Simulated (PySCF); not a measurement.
# TeC at BLYP

Level: BLYP. PySCF, spin-free X2C with a Gaussian nucleus, basis sets Te x2c-SVPall, C x2c-SVPall.

```json
{
 "state": "¹Σ⁺ (singlet), closed shell",
 "bond length": "1.923 Å",
 "harmonic wavenumber": "831 cm⁻¹",
 "force constant": "4.47 mdyn/Å",
 "rotational constant Be": "0.4152 cm⁻¹",
 "anharmonicity ωexe": "3.49 cm⁻¹",
 "vibration–rotation constant αe": "0.00253 cm⁻¹",
 "well depth De to Te + C": "5.16 eV",
 "dissociation energy D0": "5.11 eV",
 "HOMO–LUMO gap": "2.99 eV",
 "bond order (Mayer)": "2.62",
 "dipole moment (positive dipole means Te(−)C(+))": "-2.54 D"
}
```

Spin–orbit coupling is left out, which matters for elements this heavy, above all for dissociation energies.
